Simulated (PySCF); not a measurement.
```xyz
7

C     -0.7421    -1.0556     0.3975
Si    -0.2754     0.5217    -0.0056
C      1.4265     0.8647    -0.5687
N      2.4951     1.1083    -0.9272
H     -1.7461    -1.2848     0.7340
H     -0.0533    -1.8889     0.3327
H     -1.1047     1.7346     0.0372
```

Charge 0, multiplicity 1.

### Question
Give the Mulliken and meta-Löwdin atomic charges from PBE-D3(BJ)/def2-TZVP // PBE0-D3(BJ)/def2-TZVP (PySCF).

### Answer

```
atom  Mulliken (e)  meta-Löwdin (e)
----  ------------  ---------------
C1           -0.39            -0.57
Si2           0.25             0.57
C3           -0.23            -0.14
N4            0.03            -0.14
H5            0.15             0.16
H6            0.16             0.16
H7            0.03            -0.04
```
